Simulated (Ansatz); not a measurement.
Frontier orbitals of C3H9BO3 (`CC(C)OB(O)O`).

Charge 0, multiplicity 1. The structure was optimised at the PBE0-D4/def2-TZVP level. It is one conformer, not always the lowest. Basis def2-TZVPP, Ansatz.

| functional | HOMO (eV) | LUMO (eV) | gap (eV) |
| --- | --- | --- | --- |
| PBE | -6.73 | -0.06 | 6.67 |
| PBE0 | -8.29 | 0.77 | 9.06 |
| ωB97M-V | -10.69 | 2.09 | 12.78 |

From PBE to PBE0 the HOMO moves by −1.57 eV and the LUMO by +0.83 eV, and with ωB97M-V by −3.96 and +2.16 eV, so the gap grows from 6.66 to 12.78 eV with exact exchange. A positive LUMO is unbound and depends on the basis.
